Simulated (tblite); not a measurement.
Species: C7H7N2 (doublet state).
Atom-mapped SMILES: `[H]/[N:6]=[C:5]/[C:4]1([C:7]#[N:8])[CH2:3][C:2](=[CH2:1])[CH2:9]1` (hydrogens: H10, H11 on C1; H12, H13 on C3; H14 on N6; H15, H16 on C9)
Bond orders are those of one Lewis drawing.

Computed with GFN2-xTB (tblite), gas phase: L-BFGS steps from a force-field or distance-geometry start until the largest atomic force falls under 0.01 eV/Å.

Step 34: E = -658.9007 eV
```
atom  x, y, z in Å  |  force x, y, z in eV/Å
C1      2.5076    0.1170    0.0320   -0.014  -0.007   0.005
C2      1.2076   -0.0570   -0.0698    0.006  -0.046  -0.004
C3      0.2027    0.3571   -1.1097   -0.010   0.004   0.011
C4     -0.9234   -0.2237   -0.2014   -0.018  -0.009   0.010
C5     -1.8461    0.8255    0.2589    0.031   0.003  -0.033
N6     -1.8506    1.3926    1.3563    0.001   0.030   0.020
C7     -1.6457   -1.3003   -0.8247   -0.021  -0.032   0.046
N8     -2.1914   -2.1735   -1.3217    0.002   0.000  -0.002
C9      0.1747   -0.7018    0.8121   -0.042   0.034  -0.026
H10     3.0582   -0.2378    0.8860    0.018  -0.023  -0.015
H11     3.0660    0.6230   -0.7371    0.017   0.013   0.021
H12     0.1277    1.4312   -1.2779    0.003  -0.001  -0.014
H13     0.2921   -0.1504   -2.0708    0.027   0.015   0.015
H14    -2.4946    2.1476    1.5532   -0.039  -0.025   0.004
H15     0.0533   -0.2540    1.7981    0.036  -0.038  -0.021
H16     0.2544   -1.7867    0.9052    0.002   0.083  -0.015
```

Step 35: E = -658.9013 eV
```
atom  x, y, z in Å  |  force x, y, z in eV/Å
C1      2.5087    0.1154    0.0315   -0.017  -0.004   0.001
C2      1.2086   -0.0592   -0.0712    0.011  -0.014  -0.009
C3      0.2040    0.3561   -1.1120    0.019  -0.007   0.013
C4     -0.9229   -0.2211   -0.2027   -0.008  -0.001   0.009
C5     -1.8431    0.8291    0.2574    0.006   0.060   0.065
N6     -1.8553    1.3866    1.3611   -0.009  -0.014  -0.069
C7     -1.6479   -1.2974   -0.8223   -0.012  -0.032   0.022
N8     -2.1923   -2.1703   -1.3211   -0.009  -0.008   0.002
C9      0.1730   -0.6988    0.8116    0.002   0.033  -0.022
H10     3.0588   -0.2355    0.8882    0.008  -0.021  -0.038
H11     3.0679    0.6188   -0.7400    0.004   0.000   0.044
H12     0.1323    1.4306   -1.2819    0.000  -0.016  -0.011
H13     0.2951   -0.1533   -2.0720    0.014   0.018   0.012
H14    -2.5014    2.1397    1.5585   -0.032  -0.020   0.004
H15     0.0544   -0.2487    1.7964    0.026  -0.035  -0.012
H16     0.2524   -1.7830    0.9070   -0.005   0.061  -0.011
```

**Question.** Estimate the geometry and energy of step 36. (The exact step hangs on the optimiser's Hessian estimate; all steps are aligned on step 35, rigid shifts and turns removed.)

**Answer.** E = -658.9017 eV, largest force 0.053 eV/Å
```
atom  x, y, z in Å  |  force x, y, z in eV/Å
C1      2.5083    0.1149    0.0317   -0.014  -0.002   0.000
C2      1.2081   -0.0602   -0.0715    0.012   0.016  -0.012
C3      0.2030    0.3566   -1.1116    0.032  -0.012   0.008
C4     -0.9239   -0.2215   -0.2024    0.001   0.006   0.003
C5     -1.8424    0.8292    0.2579   -0.015   0.044   0.025
N6     -1.8530    1.3893    1.3596   -0.017   0.005  -0.024
C7     -1.6496   -1.2990   -0.8192    0.002  -0.019  -0.005
N8     -2.1915   -2.1715   -1.3215   -0.014  -0.012   0.012
C9      0.1718   -0.6984    0.8106    0.036   0.021  -0.010
H10     3.0594   -0.2371    0.8877   -0.001  -0.020  -0.042
H11     3.0678    0.6203   -0.7385   -0.002  -0.007   0.045
H12     0.1314    1.4314   -1.2812   -0.001  -0.026  -0.007
H13     0.2967   -0.1522   -2.0714    0.002   0.015   0.005
H14    -2.5028    2.1393    1.5569   -0.025  -0.013   0.006
H15     0.0564   -0.2507    1.7962    0.015  -0.018   0.004
H16     0.2527   -1.7815    0.9053   -0.010   0.020  -0.009
```

The energy changes by -0.0005 eV. The first-order estimate −F·Δx gives -0.0007 eV and the mean of the old and new forces, exact on a quadratic surface, -0.0005 eV. The step makes an angle of 61° with the force vector and moves no atom by more than 0.004 Å.

The cost below is that of the whole relaxation. The run took 0.71 s wall on one thread of an Arm Neoverse V2, on a shared host.
